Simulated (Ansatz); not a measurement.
```yaml
crystal:
  periodic: [false, false, false]
  atoms:
    - {symbol: B, position_ang: [-1.299125, 0.615417, -0.531620]}
    - {symbol: C, position_ang: [-0.201679, -0.440320, -0.220301]}
    - {symbol: C, position_ang: [0.824616, -0.037812, 0.787514]}
    - {symbol: N, position_ang: [2.079204, -0.021752, 0.646961]}
    - {symbol: H, position_ang: [-1.901598, 0.573751, -1.563423]}
    - {symbol: H, position_ang: [-1.596741, 1.434943, 0.288129]}
    - {symbol: H, position_ang: [0.248542, -0.898794, -1.105484]}
    - {symbol: H, position_ang: [-0.840640, -1.225855, 0.235265]}
    - {symbol: H, position_ang: [0.425752, 0.308175, 1.747162]}
    - {symbol: H, position_ang: [2.344570, -0.358951, -0.281203]}
basis:
  gaussian: {orbitals: ANO-RCC-VTZP, point_charges: [{charge: 1.00, position_ang: [5.009, 0.907, 0.224]}]}
magnetization: {spin_polarized: true, initial_magnetization: 2}
hamiltonian: {xc: {name: PBE1PBE}}
output: {forces: true}
```

```sh
$ ansatz run in.yaml --threads 2 --pin off --events-out ev --progress --plain --max-ram 4352MiB
```

Output, abridged:

```
Error: YAML parse error: error: line 17 column 19: hamiltonian.xc: no functional is named "PBE1PBE"; the names, which are not case-sensitive, are SVWN5, SPW92, PBE, PBE0, PBEsol, revPBE, revPBE0, RPBE, rPW86-PBE, HSE06, wPBEh, LC-wPBE, HISS, HF, BLYP, B3LYP, B3LYP5, BHLYP, CAM-B3LYP, r2SCAN, r2SCANh, r2SCAN0, r2SCAN50, m-r2SCAN, B97, wB97, wB97X, wB97X-V, B97M-V, wB97M-V, B2PLYP, B2GP-PLYP, PBE0-DH, PBE-QIDH
  --> <input>:17:19
   |
15 |   gaussian: {orbitals: ANO-RCC-VTZP, point_charges: [{charge: 1.00, position_ang: […
16 | magnetization: {spin_polarized: true, initial_magnetization: 2}
17 | hamiltonian: {xc: {name: PBE1PBE}}
   |                   ^ hamiltonian.xc: no functional is named "PBE1PBE"; the names, which are not case-sensitive, are SVWN5, SPW92, PBE, PBE0, PBEsol, revPBE, revPBE0, RPBE, rPW86-PBE, HSE06, wPBEh, LC-wPBE, HISS, HF, BLYP, B3LYP, B3LYP5, BHLYP, CAM-B3LYP, r2SCAN, r2SCANh, r2SCAN0, r2SCAN50, m-r2SCAN, B97, wB97, wB97X, wB97X-V, B97M-V, wB97M-V, B2PLYP, B2GP-PLYP, PBE0-DH, PBE-QIDH
18 | output: {forces: true}
   |
```

In this input the method's name isn't one that the program takes here. The input was rejected before any iteration.
